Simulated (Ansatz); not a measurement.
`CSC1[SiH2][SiH2]1`. The species carries charge 0 and has multiplicity 1.

```
atom   x (Å)   y (Å)   z (Å)
  C1  -0.490   1.719  -1.411
  S2   0.972   1.008  -0.642
  C3   0.430  -0.643  -0.263
 Si4  -0.879  -0.734   1.125
 Si5   1.285  -1.291   1.317
  H6  -0.741   1.194  -2.333
  H7  -0.254   2.758  -1.645
  H8  -1.341   1.694  -0.727
  H9   0.362  -1.313  -1.120
 H10  -1.448   0.567   1.541
 H11  -1.897  -1.808   1.007
 H12   1.658  -2.725   1.272
 H13   2.342  -0.425   1.882
```

Task: Give the diagnostics of a CCSD(T)/def2-TZVPP run (frozen core, the Gaussian-basis code of Ansatz). (Estimate.)

Result: Ansatz gave: T1 = 0.0127, largest single amplitude 0.019, largest double 0.022, (T) share of the correlation energy 4.4 %, 9 CCSD cycles. The RHF solution is stable towards an unrestricted one. T1 lies under the customary mark of 0.02 for closed shells.
